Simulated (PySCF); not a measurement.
Excitation energies in several basis sets

Species: BrH5Si2.
Atom-mapped SMILES: `[SiH3:1][SiH2:2][Br:3]` (hydrogens: H4, H5, H6 on Si1; H7, H8 on Si2)

Geometry (PBE0-D3(BJ)/def2-SVP, Å), atoms numbered from 1 in this order:
```xyz
8
BrH5Si2 angstrom
Si     0.1930   -0.2981    0.1564
Si    -2.0901   -0.8060    0.3027
Br    -3.2202    0.5602   -1.0622
H      0.9603   -1.1936    1.0779
H      0.6654   -0.5098   -1.2442
H      0.4146    1.1245    0.5524
H     -2.6144   -0.6014    1.6847
H     -2.3738   -2.2084   -0.1212
```

TDDFT with PBE0 (PySCF), vertical singlets, core orbitals frozen in the response, spherical d and f functions. Geometry: PBE0-D3(BJ)/def2-SVP; no solvent, vibrations or thermal averaging. The PBE0/6-31G* calculation is non-relativistic and has no spin–orbit coupling, an omission that weighs most on bromine.

```
      basis  functions  diffuse  S1 (eV)  S2 (eV)  S3 (eV)  S4 (eV)  S5 (eV)  LUMO (eV)  α (au)
     6-31G*         78       no     5.90     6.22     7.25     7.36     7.41      -0.71    64.7
   def2-SVP         93       no     6.01     6.31     7.04     7.46     7.58      -0.58    68.4
  def2-SVPD        129      yes     5.83     6.19     6.91     7.00     7.29      -0.86    81.6
aug-cc-pVDZ        135      yes     5.80     6.16     6.77     6.92     7.03      -0.89    81.9
  def2-TZVP        152       no     5.87     6.24     6.87     7.18     7.33      -0.78    76.7
 def2-TZVPD        188      yes     5.79     6.17     6.78     6.87     7.13      -0.90    82.3
aug-cc-pVTZ        274      yes     5.79     6.17     6.76     6.82     7.01      -0.90    82.6
```

**Question.** Compare the sets with the largest diffuse one.

**Answer.** States are compared by their number. Against the largest diffuse basis here (aug-cc-pVTZ, itself not a converged limit), sets without diffuse functions differ by up to 0.21 eV in S1 and 0.56 eV in S5; the smaller diffuse sets differ by up to 0.04 and 0.28 eV. State by state, the largest deviation of a set without diffuse functions is S1 0.21, S2 0.14, S3 0.49, S4 0.64, S5 0.56 eV. The same number needn't mean the same state in each row. Against aug-cc-pVTZ the polarisability deviates by -22% in 6-31G*, -17% in def2-SVP, -1% in def2-SVPD, -1% in aug-cc-pVDZ, -7% in def2-TZVP, 0% in def2-TZVPD.
